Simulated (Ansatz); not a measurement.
Consider the cleavage of the B–Ga bond: `[BH2][GaH2]` + `OCF` → `BOCF` + `[GaH3]`.

Computed with Ansatz on PBE0-D4/def2-TZVP structures; ΔE is electronic, products minus reactants. CCSD(T)/CBS is the MP2 limit (def2-TZVPP, def2-QZVPP) plus CCSD(T) − MP2 in def2-TZVPP, frozen cores. Functionals use def2-TZVPP. B3LYP here is the variant with VWN-RPA as its local correlation; programs differ in this. HSE06 is defined as in plane-wave codes. For Ga outer-core shells are correlated without core-valence functions, which leaves a few kJ/mol of doubt a bond. Scalar relativity is left out up to krypton. Each species was taken in one conformer, which may not be the lowest.

```
             level  ΔE (kJ/mol)  difference from CCSD(T)/CBS
       LDA (SPW92)       -149.6                         -5.6
            PBE-D4       -139.2                          4.8
         revPBE-D4       -138.7                          5.3
           BLYP-D4       -148.7                         -4.7
         r2SCAN-D4       -146.1                         -2.1
            B97M-V       -153.9                         -9.9
           PBE0-D4       -142.1                          1.9
        r2SCANh-D4       -146.9                         -2.9
        r2SCAN0-D4       -147.9                         -3.9
          HSE06-D4       -142.1                          1.9
          BHLYP-D4       -154.7                        -10.7
      CAM-B3LYP-D4       -156.8                        -12.8
           ωB97X-V       -149.0                         -5.0
           ωB97M-V       -152.0                         -8.0
            B2PLYP       -153.0                         -9.0
          PBE-QIDH       -148.2                         -4.2
               PBE       -138.7                          5.3
            revPBE       -134.4                          9.6
              BLYP       -147.1                         -3.1
            r2SCAN       -145.9                         -1.9
              PBE0       -141.7                          2.3
             B3LYP       -150.1                         -6.1
           r2SCANh       -146.7                         -2.7
           r2SCAN0       -147.7                         -3.7
             HSE06       -141.8                          2.2
             BHLYP       -155.3                        -11.3
         CAM-B3LYP       -156.5                        -12.5
RPA@PBE/def2-TZVPP       -149.8                         -5.8
       HF/def2-SVP       -165.9                        -21.9
     CCSD/def2-SVP       -167.3                        -23.3
     HF/def2-TZVPP       -158.9                        -14.9
    MP2/def2-TZVPP       -153.4                         -9.4
SCS-MP2/def2-TZVPP       -154.2                        -10.2
   CCSD/def2-TZVPP       -147.9                         -3.9
CCSD(T)/def2-TZVPP       -148.7                         -4.7
     HF/def2-QZVPP       -160.6                        -16.6
SCS-MP2/def2-QZVPP       -152.7                         -8.7
      HF/CBS(def2)       -160.8                        -16.8
     MP2/CBS(def2)       -148.7                         -4.7
    CCSD/CBS(def2)       -143.2                          0.8
       CCSD(T)/CBS       -144.0                            0
```

Largest T1 diagnostic among the species: 0.014.

In def2-TZVPP, CCSD(T) changes the Hartree–Fock value by +10.3 kJ/mol (the triples alone add −0.8 kJ/mol) and MP2 by +5.5 kJ/mol. From PBE to PBE0 (25 % exact exchange), in def2-TZVPP and without D4, ΔE moves by −3.0 kJ/mol. At CCSD(T), def2-SVP lies −25.5 kJ/mol from the extrapolated value and def2-TZVPP −4.7 kJ/mol.
